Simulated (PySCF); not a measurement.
Computed IR spectrum (relative IR intensity) of a molecule H7NO2Si2. The structure is a stationary point at r2SCAN-D4/def2-SVP. The values are those of a single conformer. Computed with r2SCAN-D4/def2-SVP run with PySCF 2.14.0. Frequencies are harmonic and unscaled.

Lines under 2 % of the strongest are left out, and lines within 2 cm⁻¹ are merged.

| ν (cm⁻¹) | relative intensity |
|---|---|
| 174 | 2.2 |
| 260 | 15 |
| 281 | 6.5 |
| 361 | 67 |
| 385 | 34 |
| 452 | 8.6 |
| 486 | 100 |
| 518 | 25 |
| 751 | 50 |
| 762 | 72 |
| 799 | 12 |
| 848 | 99 |
| 874 | 45 |
| 937 | 26 |
| 957 | 69 |
| 1546 | 21 |
| 2203 | 24 |
| 2208 | 42 |
| 2218 | 38 |
| 3560 | 11 |
| 3656 | 9.7 |
| 3847 | 44 |

Identify the compound among the candidates.
A) O[SiH](O)N[SiH3]
B) N[Si](O)(O)[SiH3]
C) O[SiH2]N[SiH2]O
D) N[SiH2]O[SiH2]O

B, N[Si](O)(O)[SiH3]
